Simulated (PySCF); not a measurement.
**Solvent effects on NMR parameters**

Structure with atom numbers: `[CH:1]#[C:2][Si@@H:3]([PH2:4])[C@@H:5]1[CH2:6][C@@H:7]1[CH:8]([F:9])[F:10]`. Each H is labelled by its parent atom. Ha(C6) is cis to Si3 on the ring; Hb(C6) is trans to Si3 on the ring.

GIAO PBE0/pcSseg-1 in PySCF on one PBE0-D3(BJ)/def2-SVP conformer, non-relativistic, equivalent nuclei averaged. Solvents enter as an IEF-PCM continuum (cyclohexane with ε = 2.0, acetonitrile with ε = 35.7) around the gas-phase geometry.

In cyclohexane, σ in ppm: C8 65.7, C1 76.5, C2 95.3, C7 163.2, C6 174.7, C5 182.2, Si3 385.0, P4 573.9, F9 304.7, F10 324.5, H(C8) 25.04, H(Si3) 26.88, H(C1) 28.45, H(P4) 29.30. Dipole moment 2.35 D.

Problem. How does each σ change in the more polar medium?

Solution. 
```tsv
atoms	environment	Δσ, acetonitrile
C8	sp3 CH bonded to 2 F	-0.7
C1	terminal alkyne carbon	-1.3
C2	alkyne carbon	-0.3
C7	three-membered-ring carbon	+0.2
C6	three-membered-ring carbon	0.0
C5	three-membered-ring carbon	+0.4
Si3	silicon bonded to 2 C, P, H	-0.2
P4	phosphorus bonded to Si, 2 H	+3.4
F9	fluorine of a CF2 group	+4.7
F10	fluorine of a CF2 group	+3.0
H(C8)	hydrogen on an sp3 CH bonded to 2 F	-0.18
H(Si3)	hydrogen on a silicon bonded to 2 C, P	+0.04
H(C1)	hydrogen on a terminal alkyne carbon	-0.31
H(P4)	hydrogen on a phosphorus bonded to Si	-0.15
```

Changes are relative to cyclohexane. The dipole moment becomes 2.74 D in acetonitrile.

Problem. Which nuclei move most (in ppm), and what does the model miss?

Solution. F9 (fluorine of a CF2 group, +4.7 ppm) in acetonitrile. A continuum only polarises the solute; specific hydrogen bonds, the anisotropy of aromatic solvents and changes of geometry or conformer are outside it.
